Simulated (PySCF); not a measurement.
Input file for PySCF: D3(BJ) and D4 dispersion corrections on C3H8O2 (SMILES COCOC).

```python
from pyscf import gto
from pyscf.dispersion import dftd3, dftd4

mol = gto.M(
    atom='''
    C     1.30250515    1.16767916    0.69119157
    O    -0.01572914    0.71829390    0.96678003
    C    -0.81968153    0.60497154   -0.17489561
    O    -0.41147971   -0.40309480   -1.05794534
    C    -0.56274538   -1.71364620   -0.53333292
    H     1.84368637    0.46043192    0.05777155
    H     1.28560769    2.14494915    0.19389792
    H     1.81156931    1.26164513    1.64842832
    H    -1.82984243    0.40945841    0.20087428
    H    -0.79758592    1.52979477   -0.76147088
    H    -0.26253393   -2.40537349   -1.31797506
    H    -1.60751740   -1.90708956   -0.26193594
    H     0.06374690   -1.86791992    0.34871209
    ''',
    basis='def2-svp',
    charge=0, spin=0, verbose=0, max_memory=1800)
d3, d4 = {}, {}
for xc in ['hf', 'pbe', 'blyp', 'revpbe', 'tpss', 'r2scan', 'b3lyp', 'pbe0', 'bhlyp', 'camb3lyp', 'b2plyp']:
    d3[xc] = float(dftd3.DFTD3Dispersion(mol, xc=xc, version='d3bj', atm=False).get_dispersion()['energy'])
    print(f'D3(BJ) {xc:10s} {d3[xc]:14.8f} Eh')
for xc in ['hf', 'pbe', 'blyp', 'revpbe', 'tpss', 'r2scan', 'b3lyp', 'pbe0', 'bhlyp', 'camb3lyp', 'b2plyp']:
    d4[xc] = float(dftd4.DFTD4Dispersion(mol, xc={'camb3lyp': 'cam-b3lyp'}.get(xc, xc), atm=True).get_dispersion()['energy'])
    print(f'D4     {xc:10s} {d4[xc]:14.8f} Eh')
```

Output:

```
D3(BJ) hf            -0.06135321 Eh
D3(BJ) pbe           -0.00787624 Eh
D3(BJ) blyp          -0.01592294 Eh
D3(BJ) revpbe        -0.02052637 Eh
D3(BJ) tpss          -0.00965255 Eh
D3(BJ) r2scan        -0.00223378 Eh
D3(BJ) b3lyp         -0.01290104 Eh
D3(BJ) pbe0          -0.00659270 Eh
D3(BJ) bhlyp         -0.00962095 Eh
D3(BJ) camb3lyp      -0.00561543 Eh
D3(BJ) b2plyp        -0.00570512 Eh
D4     hf            -0.02921222 Eh
D4     pbe           -0.00754357 Eh
D4     blyp          -0.01695113 Eh
D4     revpbe        -0.02729351 Eh
D4     tpss          -0.01020596 Eh
D4     r2scan        -0.00198499 Eh
D4     b3lyp         -0.01190652 Eh
D4     pbe0          -0.00629952 Eh
D4     bhlyp         -0.00791996 Eh
D4     camb3lyp      -0.00622796 Eh
D4     b2plyp        -0.00527429 Eh
```

The run finished.

Cost: around 0.04 core-seconds (rough).
